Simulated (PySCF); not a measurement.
## C$_{6}$H$_{11}$FOSi: full NMR table

```
Formula                               : C6H11FOSi
SMILES                                : F[C@@H]1COC[C@]12C[C@H]2[SiH3]
Point group of the computed structure : C1
Degrees of unsaturation               : 2
Carbon signals                        : 6
Proton signals                        : 9
```

Mapped SMILES: `[F:1][C@@H:2]1[CH2:3][O:4][CH2:5][C@:6]12[CH2:7][C@H:8]2[SiH3:9]`. Hydrogens are named by the atom that carries them. Ha(C3), Ha(C5) are cis to F1 on the ring; Ha(C7) is cis to Si9 on the ring; Hb(C3), Hb(C5) are trans to F1 on the ring; Hb(C7) is trans to Si9 on the ring.

All values are calculated (PySCF 2.14): coordinates at the GFN2-xTB level, NMR shieldings at PBE0/pcSseg-1/GIAO. A single conformation, no relativistic terms, rapidly exchanging positions averaged, in vacuum.

Shifts are taken against calculated references (same method and geometry level): 1H, 13C, 29Si vs TMS; 19F vs CFCl3; 17O against H2O.

```tsv
carbon	δC, type	δH (multiplicity)	HMBC from (2–3 bonds)	span of the C tensor (ppm)
C2	104.4, CH	4.87 (m)	Hb(C3), Ha(C5), Ha(C3), Hb(C5), Hb(C7), Ha(C7), H(C8)	67
C3	78.6, CH2	Ha(C3) 4.05 (m); Hb(C3) 4.68 (m)	H(C2), Ha(C5), Hb(C5)	81
C5	76.0, CH2	Ha(C5) 4.13 (m); Hb(C5) 3.75 (m)	H(C2), Hb(C3), Ha(C3), Hb(C7), Ha(C7), H(C8)	85
C6	33.6, C	–	H(C2), Hb(C3), Ha(C5), Ha(C3), H(Si9), Hb(C5), Hb(C7), Ha(C7), H(C8)	85
C7	13.8, CH2	Ha(C7) 0.27 (m); Hb(C7) 1.55 (m)	H(C2), Ha(C5), H(Si9), Hb(C5), H(C8)	57
C8	12.7, CH	0.22 (m)	H(C2), Ha(C5), H(Si9), Hb(C5), Hb(C7), Ha(C7)	69
```

Other nuclei:
```csv
atoms,nucleus,environment,δ (ppm),σ (ppm)
H(Si9),1H,hydrogen on a silicon bonded to C,3.89,27.83
F1,19F,fluorine on an sp3 carbon,-205.6,376.5
Si9,29Si,"silicon bonded to C, 3 H",-67.8,417.0
O4,17O,ether oxygen,57.5,278.5
```

1. Carbon types of the structure: 1 × C, 2 × CH, 3 × CH2, leaving 3 H on heteroatoms.
2. δC 104.4: sp3 CH bonded to F; the inductive effect lowers its shielding.
3. δC 78.6, 76.0: sp3 CH2 bonded to O; the inductive effect lowers its shielding.
4. δC 33.6, 13.8, 12.7: three-membered-ring carbon.
5. δH 4.87: hydrogen on an sp3 CH bonded to F; its carbon carries F, an electronegative neighbour.
6. δH 4.68, 4.13, 4.05, 3.75: hydrogen on an sp3 CH2 bonded to O; its carbon carries O, which withdraws density.

Splittings by 19F in the carbon and heteronuclear signals aren't shown, as no couplings were computed. Shifts are as computed. Against solution values, carbons near 30 ppm lie about +3 ppm off and those near 130 ppm about +5 ppm. Of 1309 compounds with measured shifts, 239 miss one by over three times the rms of a fit or turn the order of signals round; such compounds aren't used in these exercises. Unscaled 19F shifts against computed CFCl3 carry errors that often reach 10 to 50 ppm. Experimental scales use liquid or dissolved standards, which lie at an offset from isolated H2O (liquid H2O: subtract about 36 ppm). Multiplicities follow the n + 1 count of equivalent neighbours, as no J values were calculated; m marks all less simple cases, F and P coupling included.
